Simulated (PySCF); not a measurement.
A structure optimised at B3LYP-D3(BJ)/def2-SVP, used in a PySCF frequency run:

```xyz
8

Hf     0.0000     0.0000    -0.1244
O     -1.6186     0.9345     0.3639
H     -2.3825     1.3755     0.7363
O      1.6186     0.9345     0.3639
H      2.3825     1.3755     0.7363
O      0.0000    -1.8691     0.3639
H      0.0000    -2.7511     0.7363
H      0.0000     0.0000    -1.9859
```

Q: Write its SMILES, formula and point group.

A: [OH][HfH]([OH])[OH], H4HfO3, C3v

Q: What are its rotational constants (standard atomic weights)?

A: 4.5975, 4.5975, 2.6521 GHz
